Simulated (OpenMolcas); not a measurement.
neutral nitrogen: Slater's ratio, thermal populations, worked from levels

```yaml
Program: OpenMolcas 26.06
Basis: ANO-R2 [4s4p2d1f]
Scalar_Hamiltonian: X2C, finite nucleus
Active_space: 5 electrons in 9 orbitals (RAS2 2s 2p; RAS3 3d, at most 2 electrons)
State_averaging: 2S+1 = 4 odd, 1 root; 2S+1 = 2 odd, 8 roots; 2S+1 = 4 even, 3 roots; 2S+1 = 2 even, 5 roots (0 in the spin-orbit step)
Spin-orbit_coupling: state interaction with AMFI integrals over the reference wave functions, term energies averaged over their components
```

Methods: RASSCF; SS-RASPT2, IPEA 0.25 Eh, imaginary shift 0.1 Eh (closed shells correlated: 1s). Measured levels: NIST Handbook of Basic Atomic Spectroscopic Data.

**Slater's ratio.** With one set of orbitals, p3 has 2D* - 4S* = 9 F2 and 2P* - 2D* = 6 F2 (F2 = F²/25), a ratio of 2/3. Term energies are centres of gravity, weighted by 2J + 1.

| Source | 2D* - 4S* | 2P* - 4S* | F2 from the first | Ratio |
| --- | --- | --- | --- | --- |
| RASSCF | 22545 | 33447 | 2505 | 0.484 |
| SS-RASPT2 | 19868 | 29719 | 2208 | 0.496 |
| measured | 19228 | 28839 | 2136 | 0.500 |

Energies in cm-1. A ratio away from 2/3 shows effects beyond one configuration with one set of orbitals, and in heavier atoms second-order spin-orbit shifts.

**Thermal populations.** Z = Σ (2J + 1) exp(-E/kT) with k = 0.695035 cm-1/K, over the levels below. No other level of either list lies under 83200 cm-1, which is above 7 kT at each temperature.

| Level | 2J + 1 | SS-RASPT2 | measured |
| --- | --- | --- | --- |
| 2s2 2p3 4S* 3/2 | 4 | 0.0 | 0.0 |
| 2s2 2p3 2D* 3/2 | 4 | 19867 | 19233 |
| 2s2 2p3 2D* 5/2 | 6 | 19868 | 19224 |
| 2s2 2p3 2P* 3/2 | 4 | 29718 | 28839 |
| 2s2 2p3 2P* 1/2 | 2 | 29720 | 28839 |

| T (K) | Z, SS-RASPT2 | Z, measured levels | Ground level (%), SS-RASPT2 | Ground level (%), measured levels |
| --- | --- | --- | --- | --- |
| 8000 | 4.309 | 4.348 | 92.8 | 92.0 |
| 12000 | 5.094 | 5.186 | 78.5 | 77.1 |

At 12000 K, kT = 8340 cm-1, and the computed levels give Z = 4.000 + 0.369 + 0.554 + 0.113 + 0.057 = 5.094.

Active for correlation alone: 3d; no level in the range computed is led by a configuration that fills it, so any true level of that kind is missing. Without dynamic correlation excited terms often stand tens of per cent too high (terms of higher spin than the ground term too low), and those without a measured partner can miss by more than the paired ones (holds for RASSCF). Measured partners are found by configuration, term and J. A level has none where our copy of the source lacks it or the pairing is in doubt (some pairs that miss far off the trend of their configuration count as doubtful), and it then counts in no deviation. Levels of configurations outside the active space are missing.

* marks odd parity.
